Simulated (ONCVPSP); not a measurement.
Hf, ONCV: configuration errors across variants

- Element: hafnium
- Generator: ONCVPSP 4.0.1
- Type: optimised norm-conserving Vanderbilt (ONCV)
- Functional: LDA (Perdew-Wang 92)
- Relativity: fully relativistic
- Frozen core: [Kr] 4d10 4f14
- Valence charge: 12
- Reference configuration: 5s2 5p6 5d2 6s1.75 6p0.25
- Partial waves: 5s+6s: rc 2.20 bohr, ncon 4, nbas 7, qcut 4.1 1/bohr, 2 projectors; 5p+6p: rc 2.55 bohr, ncon 3, nbas 6, qcut 4.3 1/bohr, 2 projectors; 5d: rc 2.20 bohr, ncon 5, nbas 10, qcut 7.2 1/bohr, local
- Local potential: the d channel
- Core correction: Teter function, fcfact 4.75, rcfact 1.4

Open shells are filled in proportion to 2j + 1.

All-electron excitation energies from the reference (eV): (1) 5s2 5p6 5d2 6s2 6p0 -0.948; (2) 5s2 5p6 5d2 6s1 6p0 7.244; (3) 5s2 5p6 5d2 6s0 6p0 21.738; (4) 5s1 5p6 5d2 6s2 6p0 72.263.

3 further variants failed, have other tests or another functional or relativity, and are left out.

A true bound ghost makes a file unfit for plane-wave use even where its test errors are small: the radial tests pick states by their node count and pass the ghost by.

The file “base” misses its own reference levels by 0.3 eV. The file “s: ncon 5, nbas 8” misses its own reference levels by 0.3 eV. The file “s: qcut 3.3; p: qcut 3.5; d: qcut 5.8” misses its own reference levels by 0.3 eV. The file “core correction none” misses its own reference levels by 0.3 eV. The file “d: qcut 8.8” misses its own reference levels by 0.3 eV. The file “core correction Teter function, fcfact 7.8, rcfact 1.4” misses its own reference levels by 0.3 eV. The file “core correction Teter function, fcfact 4.75, rcfact 1.66” misses its own reference levels by 0.3 eV. The file “all radii but the core radius scaled by about 1.08 (s 2.38, p 2.76, d 2.38 bohr)” misses its own reference levels by 0.3 eV.

Errors AE − PS in meV (a dash: test not solved or not reliable):

```tsv
change	(1)	(2)	(3)	(4)	bound ghosts	GHOST(+) flags above zero
base	-0.1	-0.6	-2.8	-1355	p1/2	none
s: ncon 5, nbas 8	-0.1	-0.5	-2.0	-1254	p1/2	none
s: qcut 3.3; p: qcut 3.5; d: qcut 5.8	-0.1	-0.7	-3.8	-778	none	p3/2, p1/2
core correction none	0.0	+0.1	+2.8	-1143	p1/2	none
d: qcut 8.8	-0.1	-0.6	-2.4	-852	none	none
core correction Teter function, fcfact 7.8, rcfact 1.4	-0.1	-0.8	-4.4	-1391	p1/2	none
core correction Teter function, fcfact 4.75, rcfact 1.66	-0.1	-1.3	-8.9	-1369	p1/2	none
all radii but the core radius scaled by about 1.08 (s 2.38, p 2.76, d 2.38 bohr)	-0.1	-0.7	-3.9	-732	p1/2	none
```

(1) Give the same row for: d: nproj 1; local potential polynomial inside 1.65 bohr (lpopt 3, dvloc0 6 Ha).

Answers

(1) -0.1, +0.1, -0.4, -860; bound ghosts: none; GHOST(+) flags above zero: none.
